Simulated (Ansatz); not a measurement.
Start from `C[O][Zr]1234([F])([N](C)C)[C@H]5[C@@H]1[C@@H]2[C@@H]3[C@H]54` and change one atom or group to get `C[O][Zr]1234([OH])([N](C)C)[C@H]5[C@@H]1[C@@H]2[C@@H]3[C@H]54`.

Ansatz, PBE0-D4/def2-TZVP geometries, multiplicity 1. Each molecule was computed in one conformer, which needn't be the lowest.

Elements past krypton have def2 core potentials.

```csv
property,`C[O][Zr]1234([F])([N](C)C)[C@H]5[C@@H]1[C@@H]2[C@@H]3[C@H]54`
LUMO energy (B3LYP/def2-TZVPP) / eV,-0.54
HOMO–LUMO gap (ωB97M-V/def2-TZVPP) / eV,9.47
LUMO energy (PBE/def2-TZVPP) / eV,-1.21
HOMO energy (PBE/def2-TZVPP) / eV,-4.90
HOMO energy (ωB97M-V/def2-TZVPP) / eV,-8.25
HOMO–LUMO gap (PBE/def2-TZVPP) / eV,3.69
```

(1) Give the same properties after the change, and the shifts. (An estimate is asked.)

## Answers

(1) The calculation gave: 
| property | `C[O][Zr]1234([OH])([N](C)C)[C@H]5[C@@H]1[C@@H]2[C@@H]3[C@H]54` | shift |
| --- | --- | --- |
| LUMO energy (B3LYP/def2-TZVPP) / eV | -0.26 | 0.28 |
| HOMO–LUMO gap (ωB97M-V/def2-TZVPP) / eV | 9.03 | -0.44 |
| LUMO energy (PBE/def2-TZVPP) / eV | -0.93 | 0.28 |
| HOMO energy (PBE/def2-TZVPP) / eV | -4.59 | 0.31 |
| HOMO energy (ωB97M-V/def2-TZVPP) / eV | -7.94 | 0.31 |
| HOMO–LUMO gap (PBE/def2-TZVPP) / eV | 3.66 | -0.03 |

B3LYP here is the variant with VWN-RPA as its local correlation; programs differ in this.

Positive LUMOs are unbound, so they and the gaps depend on the basis.
